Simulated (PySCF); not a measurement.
## Working out the ionisation energy of Br⁺

Br⁺ [Ar] 3d10 4s2 4p4 (3P) → Br²⁺ [Ar] 3d10 4s2 4p3 (4S). Computed with PySCF 2.14 in aug-cc-pVQZ-PP with ECP10MDF (7s6p5d3f2g, 89 functions), with scalar relativity through the core potential. Frozen: 3s2 3p6 3d10. Energies in hartree (1 hartree = 27.21139 eV):

```csv
part,Br⁺ (lower),Br²⁺ (upper)
UHF,-415.099691,-414.356263
CCSD correlation,-0.133695,-0.099060
(T),-0.004023,-0.002819
```

Problem. What does Hartree-Fock give?

Solution. (-414.356263) − (-415.099691) = 0.743428 hartree = 20.230 eV.

Problem. What do CCSD and CCSD(T) give?

Solution. The CCSD correlation energies differ by 0.034635 hartree = 0.942 eV and the triples by 0.001204 hartree = 0.033 eV, so CCSD gives 21.172 eV and CCSD(T) 21.205 eV.

Measured between the centres of the two terms (NIST): 21.409 eV, so CCSD(T) (valence) is off by -0.204 eV.

What remains against the reference includes basis incompleteness, the frozen core and higher excitations.
